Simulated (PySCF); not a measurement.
An unknown shows these calculated signals:

1H NMR (600 MHz, computed): δ 5.69 (m, 1H), 5.59 (m, 1H), 5.51 (m, 1H), 1.97 (m, 1H), 1.76 (m, 1H), 1.39 (s, 3H), 0.80 (m, 1H).

13C{1H} NMR (computed): δ 186.4 (C), 144.5 (CH), 127.9 (CH2), 41.5 (CH), 35.3 (C), 30.4 (CH2), 18.8 (CH3).

Relativity neglected, averaged over atoms made equivalent by symmetry, fast rotation or ring inversion, in vacuum, one conformer. PBE0-D3(BJ)/def2-SVP geometry; GIAO PBE0/pcSseg-1 shieldings; PySCF 2.14.

References, each an isolated molecule treated in the same way: 1H (σref 31.27) and 13C (σref 184.41) against TMS.

Which of these does the molecule contain: a vinyl group CH=CH2, a three-membered ring, a ketone, a methoxy group, a carboxylic acid, a non-aromatic C=C double bond?

Results:


- A vinyl group CH=CH2: yes (δC 127.9, 144.5; δH 5.69 (m), 5.59 (m), 5.51 (m)).
- A three-membered ring: yes.
- A ketone: no.
- A methoxy group: no.
- A carboxylic acid: no.
- A non-aromatic C=C double bond: yes.

The data belong to SMILES C=C[C@@H]1C[C@@]1(C)C(=O)Cl, C₇H₉ClO; they needn't prove each group on their own.

Carbon signals by region: 1 in the far downfield region (above 160 ppm), 2 in the sp2 and nitrile region (100–160 ppm), 4 below 50 ppm. Above 160 ppm: 186.4, carbonyl carbon.

Carbons that carry Cl, above all several Cl atoms, come out too deshielded, partly because spin–orbit coupling is missing. Shifts are as computed. Against solution values, carbons near 30 ppm lie about +2 ppm off and those near 130 ppm about +5 ppm; carbons on Cl a further +5 ppm (rms about the fit 1.9 ppm; single classes can miss by 10 ppm). Of 1328 compounds with measured shifts, 309 miss one by over three times the rms of a fit or turn the order of signals round; such compounds aren't used in these exercises. Signals without a measured value on file couldn't be tested in this way; 1H shifts scatter by 0.2 ppm about their fit, and single ones miss by 0.5 ppm. No couplings were computed; multiplicities are counted from neighbouring protons, with m where these are inequivalent, close in shift, in a saturated or five-membered ring or joined by F or P, and br s for small geminal =CH2 splittings.
